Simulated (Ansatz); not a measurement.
Species: sum formula H5Si2O3, net charge 0, doublet state. It need not be the lowest isomer of its formula. 
Geometry from a B3LYP-D3(BJ)/def2-TZVP (Ansatz, a first-principles code) optimisation:
```xyz
10

O     -0.5528    -1.6087    -0.5511
Si    -0.3412    -0.1350     0.1346
O     -1.6226     0.8275    -0.2247
O     -0.3325    -0.1806     1.7872
Si     1.6402     0.6508    -0.8037
H     -1.4043    -2.0434    -0.4407
H     -1.9287     1.4170     0.4701
H      0.3884    -0.6426     2.2230
H      2.8006    -0.2643    -0.6463
H      2.0203     2.0072    -0.3293
```
Charge 0, spin multiplicity 2.

Dipole moments at this geometry, in debye (magnitudes).

```json
[
 {"level": "revPBE/def2-TZVPD", "program": "Ansatz", "dipole (D)": "1.67"},
 {"level": "r2SCAN/def2-TZVPD", "program": "Ansatz", "dipole (D)": "1.69"},
 {"level": "PBE0/def2-TZVPD", "program": "Ansatz", "dipole (D)": "1.66"},
 {"level": "r2SCANh/def2-TZVPD", "program": "Ansatz", "dipole (D)": "1.68"},
 {"level": "HSE06/def2-TZVPD", "program": "Ansatz", "dipole (D)": "?"},
 {"level": "CAM-B3LYP/def2-TZVPD", "program": "Ansatz", "dipole (D)": "1.64"},
 {"level": "LC-wPBE/def2-TZVPD", "program": "Ansatz", "dipole (D)": "1.70"},
 {"level": "wB97M-V/def2-TZVPD", "program": "Ansatz", "dipole (D)": "1.59"},
 {"level": "CCSD(T)/aug-cc-pV(D+d)Z", "program": "Ansatz", "dipole (D)": "?"}
]
```

### Question
Some entries are withheld; supply them.

### Answer

- HSE06/def2-TZVPD, dipole (D): 1.66
- CCSD(T)/aug-cc-pV(D+d)Z, dipole (D): 1.63
